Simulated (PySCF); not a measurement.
Compound: triethylenediamine, C₆H₁₂N₂.
Numbering: `[CH2:1]1[CH2:2][N:3]2[CH2:4][CH2:5][N:6]1[CH2:7][CH2:8]2`

Geometry (GFN2-xTB, Å), atoms numbered from 1 in this order:
```xyz
20
C6H12N2 angstrom
C      1.4368    0.4411   -0.4732
C      0.3606    1.5206   -0.2056
N     -0.8802    0.8839    0.2204
C     -0.6342    0.1193    1.4375
C      0.4400   -0.9615    1.1675
N      0.8798   -0.8827   -0.2206
C     -0.2643   -1.0977   -1.0987
C     -1.3404   -0.0187   -0.8285
H      1.7815    0.4672   -1.5092
H      2.3033    0.5697    0.1791
H      0.6719    2.2090    0.5831
H      0.1460    2.1036   -1.1038
H     -1.5812   -0.3263    1.7498
H     -0.3126    0.8185    2.2124
H      0.0483   -1.9667    1.3375
H      1.3161   -0.8229    1.8046
H     -0.6484   -2.1021   -0.9081
H      0.0929   -1.0578   -2.1300
H     -1.5409    0.5793   -1.7201
H     -2.2804   -0.4654   -0.4973
```

Definitions: NICS(0) = −σiso at the ring centroid; NICS(1) = −σiso and NICS(1)zz = −σzz at ±1 Å along the ring normal z. Level: GIAO PBE0/pcSseg-1 (PySCF, non-relativistic, gas phase) on the GFN2-xTB geometry, one conformer.

Ring bond lengths (Å), with Mayer bond orders in brackets: C1–C2 1.548 (0.99), C2–N3 1.458 (0.98), N3–C4 1.458 (0.98), C4–C5 1.548 (0.99), C5–N6 1.458 (0.98), N6–C1 1.458 (0.98); C1–C2 1.548 (0.99), C2–N3 1.458 (0.98), N3–C8 1.458 (0.98), C8–C7 1.548 (0.99), C7–N6 1.458 (0.98), N6–C1 1.458 (0.98).

Q: Give the NICS values of each ring in ppm.

A: 
```csv
ring,type,NICS(0),"NICS(1), two faces","NICS(1)zz, two faces",rms pucker (Å),"centre to ring atoms, mean (Å)"
C1–C2–N3–C4–C5–N6,6-membered ring with 2 N; formal bonds all single,-4.1,-6.8 / -1.7,-14.3 / -1.7,0.32,1.41
C1–C2–N3–C8–C7–N6,6-membered ring with 2 N; formal bonds all single,-4.1,-1.7 / -6.8,-1.7 / -14.3,0.32,1.41
```

Q: What do they say, and how far can they be read as aromaticity?

A: 
- C1–C2–N3–C4–C5–N6: mean NICS(1)zz -8.0 ppm, shielded. C1, C2, C4, C5 have four or more neighbours, and the NICS criterion for π rings isn't applied. The two faces differ by 12.6 ppm, so no symmetry operation interchanges them.
- C1–C2–N3–C8–C7–N6: mean NICS(1)zz -8.0 ppm, shielded. C1, C2, C7, C8 have four or more neighbours, so the value isn't read as a sign of a π ring current. The two faces differ by 12.6 ppm, so no symmetry operation interchanges them.

Q: At the first NICS(1) probe listed for ring C1–C2–N3–C4–C5–N6, 1 Å off the ring, what do the in-plane components average?

A: The isotropic value is a third of the trace: (3 × -6.8 − (-14.3))/2 = -3.0 ppm.

Q: What are the shieldings of the ring atoms and their hydrogens in the same run (means over atoms taken as equivalent)?

A: 
| atoms | environment | σ isotropic (ppm) |
| --- | --- | --- |
| C1 (×6) | sp3 carbon bound to nitrogen | 136.1 |
| N3 (×2) | tertiary amine nitrogen | 243.8 |
| H9 (×12) | methylene hydrogen | 29.18 |
